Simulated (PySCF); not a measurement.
Ge(Br)(Me)2(Et), SMILES C[CH2][Ge]([CH3])([CH3])[Br], GFN2-xTB optimised geometry.

```
17

C     -2.13     1.08     0.08
C     -0.61     1.07     0.00
Ge     0.18    -0.78     0.00
C      2.18    -0.78     0.00
C     -0.58    -1.98    -1.39
Br    -0.43    -1.72     2.03
H     -2.51     2.10     0.10
H     -2.47     0.57     0.98
H     -2.56     0.57    -0.78
H     -0.19     1.63     0.84
H     -0.28     1.58    -0.91
H      2.55    -0.35    -0.93
H      2.56    -1.79     0.10
H      2.56    -0.19     0.83
H     -1.66    -2.10    -1.25
H     -0.40    -1.58    -2.38
H     -0.12    -2.97    -1.33
```

Density from PBE0/def2-SVP (PySCF 2.14.0) at that geometry.

Minimum of the electron density along straight lines between bonded atoms, close to the bond critical point (lines longer than 1.1 times the sum of covalent radii, or with two minima, are not listed):

| bond | length / Å | ρ at the minimum / e bohr⁻³ | ∇²ρ there / e bohr⁻⁵ | position (fraction from the first atom) |
|---|---|---|---|---|
| C1–C2 | 1.522 | 0.241 | -0.54 | 0.50 |
| C2–Ge3 | 2.011 | 0.120 | 0.00 | 0.53 |
| Ge3–C4 | 1.995 | 0.121 | 0.02 | 0.47 |
| Ge3–C5 | 1.994 | 0.122 | 0.02 | 0.47 |
| Ge3–Br6 | 2.320 | 0.086 | 0.07 | 0.43 |
| C1–H7 | 1.089 | 0.276 | -1.00 | 0.62 |
| C1–H8 | 1.089 | 0.277 | -1.02 | 0.63 |
| C1–H9 | 1.089 | 0.276 | -1.00 | 0.62 |
| C2–H10 | 1.092 | 0.273 | -0.98 | 0.63 |
| C2–H11 | 1.091 | 0.273 | -0.97 | 0.62 |
| C4–H12 | 1.086 | 0.273 | -0.98 | 0.63 |
| C4–H13 | 1.087 | 0.273 | -0.99 | 0.63 |
| C4–H14 | 1.087 | 0.273 | -0.99 | 0.63 |
| C5–H15 | 1.087 | 0.273 | -0.99 | 0.63 |
| C5–H16 | 1.086 | 0.273 | -0.98 | 0.63 |
| C5–H17 | 1.087 | 0.273 | -0.99 | 0.63 |
